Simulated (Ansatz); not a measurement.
PbO2. Charge 0, multiplicity 1. Geometry r2SCAN-D4/def2-TZVP; atoms count from 1.

| atom | x (Å) | y (Å) | z (Å) |
| --- | --- | --- | --- |
| Pb1 | -0.561 | -1.071 | 0.463 |
| O2 | 0.677 | 0.610 | 0.420 |
| O3 | -0.115 | 0.461 | -0.883 |

In the def2 sets Pb takes a core potential; there is no spin–orbit coupling. The structure holds 1 bond(s) between oxygen atoms. The structure comes from a short search, and lower isomers may exist.

(1) Estimate the Mulliken populations from the PBE0/def2-TZVP orbitals of Ansatz.

(2) And the Mayer bond orders between heavy atoms (over 0.3)?

Results:

(1) 
| atom | charge (e) |
| --- | --- |
| Pb1 | 0.81 |
| O2 | -0.40 |
| O3 | -0.40 |
Mulliken values depend strongly on the basis.

(2) Pb1–O2 0.93 (2.09 Å); Pb1–O3 0.93 (2.09 Å); O2–O3 0.85 (1.53 Å).
